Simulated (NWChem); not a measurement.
Everything below was run with NWChem. System: ClGa, charge 0, spin multiplicity 1, at a geometry optimised with PBE/def2-SVP. The structure started from a generated list of species. Level: RHF/def2-TZVP.

The NWChem input:

```
start mol
memory heap 200 mb stack 900 mb global 1100 mb
geometry units angstroms nocenter noautoz
  Ga     0.000000     0.000000    -0.791238
  Cl     0.000000     0.000000     1.442846
  symmetry group C2v
end
basis spherical
  * library def2-tzvp
end
scf
  rhf
  nopen 0
  maxiter 100
  thresh 1e-7
  semidirect memsize 60000000 filesize 0
end
task scf energy
```

Part of the output:

```
             Northwest Computational Chemistry Package (NWChem) 7.3.0
             --------------------------------------------------------

                                NWChem Input Module
                                -------------------

 Scaling coordinates for geometry "geometry" by  1.889725989
 (inverse scale =  0.529177249)

 Turning off AUTOSYM since
 SYMMETRY directive was detected!

                             Geometry "geometry" -> ""
                             -------------------------

 Output coordinates in angstroms (scale by  1.889725989 to convert to a.u.)

  No.       Tag          Charge          X              Y              Z
 ---- ---------------- ---------- -------------- -------------- --------------
    1 Ga                  31.0000     0.00000000     0.00000000    -0.79123800
    2 Cl                  17.0000     0.00000000     0.00000000     1.44284600

 Effective nuclear repulsion energy (a.u.)     124.8280772893

            Nuclear Dipole moment (a.u.)
            ----------------------------
        X                 Y               Z
 ---------------- ---------------- ----------------
     0.0000000000     0.0000000000     0.0000075589

      Symmetry information
      --------------------

 Group name             C2v
 Group number             16
 Group order               4
 No. of unique centers     2

      Symmetry unique atoms

     1    2


 Summary of "ao basis" -> "" (spherical)
 ------------------------------------------------------------------------------
       Tag                 Description            Shells   Functions and Types
 ---------------- ------------------------------  ------  ---------------------
 *                         def2-tzvp                  on all atoms

 Summary of "ao basis" -> "ao basis" (spherical)
 ------------------------------------------------------------------------------
       Tag                 Description            Shells   Functions and Types
 ---------------- ------------------------------  ------  ---------------------
 Ga                        def2-tzvp                16       48   6s5p4d1f
[...]
    61      0.241443  2 Cl py                55     -0.191978  2 Cl py

 Vector   23  Occ=2.000000D+00  E=-4.414997D-01  Symmetry=b1
              MO Center=  1.4D-16, -7.4D-31,  1.3D+00, r^2= 1.3D+00
   Bfn.  Coefficient  Atom+Function         Bfn.  Coefficient  Atom+Function
  ----- ------------  ---------------      ----- ------------  ---------------
    63      0.523218  2 Cl px                66      0.359927  2 Cl px
    60      0.241443  2 Cl px                54     -0.191978  2 Cl px

 Vector   24  Occ=2.000000D+00  E=-3.520406D-01  Symmetry=a1
              MO Center=  2.8D-16, -1.2D-16, -6.7D-01, r^2= 3.3D+00
   Bfn.  Coefficient  Atom+Function         Bfn.  Coefficient  Atom+Function
  ----- ------------  ---------------      ----- ------------  ---------------
     6      0.532504  1 Ga s                  5      0.467661  1 Ga s
    65      0.291687  2 Cl pz                68      0.242188  2 Cl pz
    18     -0.223397  1 Ga pz                 4     -0.221091  1 Ga s
     3     -0.154333  1 Ga s

 Vector   25  Occ=0.000000D+00  E= 3.337735D-02  Symmetry=b1
              MO Center= -2.8D-15,  3.5D-31, -8.7D-01, r^2= 4.6D+00
   Bfn.  Coefficient  Atom+Function         Bfn.  Coefficient  Atom+Function
  ----- ------------  ---------------      ----- ------------  ---------------
    19      0.848156  1 Ga px                16      0.287941  1 Ga px
    66     -0.229172  2 Cl px

 Vector   26  Occ=0.000000D+00  E= 3.337735D-02  Symmetry=b2
              MO Center= -9.1D-31,  1.7D-15, -8.7D-01, r^2= 4.6D+00
   Bfn.  Coefficient  Atom+Function         Bfn.  Coefficient  Atom+Function
  ----- ------------  ---------------      ----- ------------  ---------------
    20      0.848156  1 Ga py                17      0.287941  1 Ga py
    67     -0.229172  2 Cl py

 Vector   27  Occ=0.000000D+00  E= 1.197378D-01  Symmetry=a1
              MO Center=  6.5D-15,  4.1D-14, -7.9D-01, r^2= 6.3D+00
   Bfn.  Coefficient  Atom+Function         Bfn.  Coefficient  Atom+Function
  ----- ------------  ---------------      ----- ------------  ---------------
    21      1.198323  1 Ga pz                53     -0.772830  2 Cl s
     6      0.537874  1 Ga s                 68      0.443363  2 Cl pz
    18      0.159756  1 Ga pz

 center of mass
 --------------
 x =   0.00000000 y =   0.00000000 z =  -0.07424644

 moments of inertia (a.u.)
 ------------------
         413.491358097036           0.000000000000           0.000000000000
           0.000000000000         413.491358097036           0.000000000000
           0.000000000000           0.000000000000           0.000000000000

  Mulliken analysis of the total density
  --------------------------------------

    Atom       Charge   Shell Charges
 -----------   ------   -------------------------------------------------------
    1 Ga  31    30.55   2.00  2.00  1.18  0.78  1.04  0.90  5.98  4.43  1.56  0.38  0.18  8.89  1.12  0.00  0.07  0.02
    2 Cl  17    17.45   2.01  0.45  1.52  1.08  0.88  4.18  1.69  1.07  2.86  1.70  0.00  0.01  0.00

       Multipole analysis of the density wrt the origin
       ------------------------------------------------

     L   x y z        total         open         nuclear
     -   - - -        -----         ----         -------
     0   0 0 0     -0.000000      0.000000     48.000000

     1   1 0 0     -0.000000      0.000000      0.000000
     1   0 1 0      0.000000      0.000000      0.000000
     1   0 0 1     -1.005743      0.000000      0.000008

     2   2 0 0    -20.543896      0.000000      0.000000
     2   1 1 0      0.000000      0.000000      0.000000
     2   1 0 1     -0.000000      0.000000      0.000000
     2   0 2 0    -20.543896      0.000000      0.000000
     2   0 1 1      0.000000      0.000000      0.000000
     2   0 0 2    -25.382773      0.000000    195.688834

 Task  times  cpu:        2.5s     wall:        2.5s

 Total times  cpu:        2.5s     wall:        2.5s
```
